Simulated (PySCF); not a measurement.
**Continuum solvent and chemical shifts**

Numbering as in the mapped SMILES `[F:1][C:2]1=[CH:3][C@@H:4]2[CH2:5][C@H:6]1[CH:7]=[C:8]2[Cl:9]`. Each H is labelled by its parent atom. Ha(C5) is cis to C7 on the ring; Hb(C5) is trans to C7 on the ring.

GIAO PBE0/pcSseg-1 in PySCF on one PBE0-D3(BJ)/def2-SVP conformer, non-relativistic, equivalent nuclei averaged. Solvents enter as an IEF-PCM continuum (dichloromethane with ε = 8.9, acetone with ε = 20.5) around the gas-phase geometry. Shifts are referred to CFCl3, TMS computed in the same medium.

In dichloromethane, δ in ppm: F1 -108.6, C2 194.5, C8 168.8, C7 144.7, C3 116.9, C5 78.4, C4 59.0, C6 55.0, H(C7) 6.98, H(C3) 6.09, H(C6) 3.26, H(C4) 3.08, Hb(C5) 2.38, Ha(C5) 2.33. Dipole moment 1.74 D.

Problem. How does each δ change in the more polar medium?

Solution. 
```
 atoms                       environment  Δδ, acetone
    F1                  vinylic fluorine         -0.2
    C2   fully substituted alkene carbon         +0.2
    C8   fully substituted alkene carbon          0.0
    C7                         alkene CH         +0.4
    C3                         alkene CH         +0.2
    C5                 sp3 CH2 in a ring         +0.2
    C4                    allylic sp3 CH         +0.1
    C6                    allylic sp3 CH         +0.2
 H(C7)          hydrogen on an alkene CH        +0.03
 H(C3)          hydrogen on an alkene CH        +0.02
 H(C6)     hydrogen on an allylic sp3 CH        +0.03
 H(C4)     hydrogen on an allylic sp3 CH        +0.02
Hb(C5)  hydrogen on an sp3 CH2 in a ring        +0.01
Ha(C5)  hydrogen on an sp3 CH2 in a ring        +0.01
```

Changes are relative to dichloromethane. The dipole moment becomes 1.78 D in acetone.

Problem. Which of the listed nuclei move most (in ppm), and what does the model miss?

Solution. C7 (alkene CH, +0.4 ppm) in acetone. A continuum only polarises the solute; specific hydrogen bonds, the anisotropy of aromatic solvents and changes of geometry or conformer are outside it.
